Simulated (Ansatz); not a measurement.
Calculated with Ansatz (gas phase, PBE0-D4/def2-TZVP geometries, no zero-point term in ΔE). CCSD(T)/CBS is the MP2 limit (def2-TZVPP, def2-QZVPP) plus CCSD(T) − MP2 in def2-TZVPP, frozen cores. Functionals use def2-TZVPP. B3LYP here is the variant with VWN-RPA as its local correlation; programs differ in this. Elements past krypton have def2 core potentials. For Hf, I outer-core shells are correlated without core-valence functions, which leaves a few kJ/mol of doubt a bond. One conformer a species, not always the lowest.

`CC(C)[NH][Hf]([OH])([OH])[OH]` + HI → `[OH][Hf]([OH])([OH])[I]` + `CC(C)N`  (ligand exchange at the Hf–N bond)

Q: Is it downhill or uphill in electronic energy at CCSD(T)/CBS, and by how much? (Estimate.)

A: The calculation gave: Downhill: ΔE = -1.06 eV.

Q: What do these levels give: B3LYP-D4, r2SCAN0-D4, B2PLYP, revPBE, BLYP, r2SCAN, CAM-B3LYP, LC-ωPBE, CCSD(T)/def2-SVP, HF/def2-TZVPP, MP2/def2-QZVPP, SCS-MP2/def2-QZVPP? (Best estimate.)

A: Computed: B3LYP-D4 -1.02, r2SCAN0-D4 -1.15, B2PLYP -1.10, revPBE -1.12, BLYP -1.05, r2SCAN -1.11, CAM-B3LYP -1.08, LC-ωPBE -1.12, CCSD(T)/def2-SVP -0.91, HF/def2-TZVPP -1.35, MP2/def2-QZVPP -1.12, SCS-MP2/def2-QZVPP -1.09 eV.

Largest T1 diagnostic among the species: 0.014.

Leaving LDA and LC-ωPBE aside and taking each functional with its dispersion term where it has one, the values, not all of them listed here, spread over 0.23 eV, from PBE-QIDH to BLYP-D4. LDA lies +0.09 eV from PBE without D4. From BLYP to BHLYP (50 % exact exchange), in def2-TZVPP and without D4, ΔE moves by −0.14 eV.
